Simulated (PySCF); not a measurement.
PySCF input for CH₃AlF, SMILES [CH3][Al][F], multiplicity 2, PBE0/pcH-1. The structure is a stationary point at PBE0-D3(BJ)/def2-TZVP. The spin state was assumed, not searched. The isomer is the one that the SMILES or the coordinates give; other isomers of the formula were not compared.

```python
import numpy as np
from pyscf import gto, scf, dft
from pyscf.prop.hfc import uks as hfc
from pyscf.prop.gtensor import uks as gtensor

mol = gto.M(
    atom='''
    Al    0.56312162    0.16639205    0.00000000
    C    -0.29071798   -1.60400417    0.00000000
    H    -0.92871095   -1.69036130    0.88525765
    H    -0.92871093   -1.69036130   -0.88525766
    H     0.42981673   -2.42268224   -0.00000000
    F    -0.46096312    1.47381479   -0.00000000
    ''',
    basis='pcH-1',
    charge=0,
    spin=1,
    max_memory=1600,
    verbose=3,
)
mf = dft.UKS(mol, xc='pbe0')
mf.grids.level = 3
mf.conv_tol = 1e-10
mf.max_cycle = 100
mf.kernel()
fine, coarse = mf.grids, dft.Grids(mol).set(level=1).build(with_non0tab=True)
for _ in range(3):  # follow internal instabilities
    mf.grids = coarse
    mo, _, stable, _ = mf.stability(return_status=True, nroots=4)
    mf.grids = fine
    if stable:
        break
    mf.kernel(mf.make_rdm1(mo, mf.mo_occ))
A = hfc.HFC(mf).make_fcdip(mf.make_rdm1())  # Fermi contact and dipolar terms, MHz
print('atom   A(iso)/MHz   principal dipolar parts/MHz')
for i, a in enumerate(A):
    w = np.linalg.eigvalsh((a + a.T) / 2)
    print(f'{mol.atom_symbol(i):2s}{i + 1:3d} {w.mean():12.2f}', (w - w.mean()).round(2))
gt = gtensor.GTensor(mf)
gt.dia_soc2e, gt.para_soc2e, gt.so_eff_charge = None, None, True
gt.max_cycle_cphf = 60
g = gt.kernel()
```

Program output:

```

WARN: HOMO -0.166600370613168 >= LUMO -0.166600370613111

converged SCF energy = -381.959791472619  <S^2> = 0.75230812  2S+1 = 2.0023068
<class 'pyscf.dft.uks.UKS'> wavefunction is stable in the internal stability analysis
atom   A(iso)/MHz   principal dipolar parts/MHz
Al  1       897.14 [-50.23 -46.57  96.81]
C   2       139.92 [-15.89 -15.04  30.92]
H   3         2.16 [-7.79 -1.41  9.2 ]
H   4         2.16 [-7.79 -1.41  9.2 ]
H   5       -11.75 [-8.31 -2.69 11.  ]
F   6       232.56 [-108.52  -87.18  195.7 ]
SOC(1e)/OZ [-0.00033355 -0.00633435 -0.00040267]
free electron g 2.00231930436182
g-tensor total [2.00196912 1.99595945 2.00189354]
g-shift (ppt) [-0.35018413 -6.35985674 -0.42576798]
```

The calculation finished and met its thresholds.
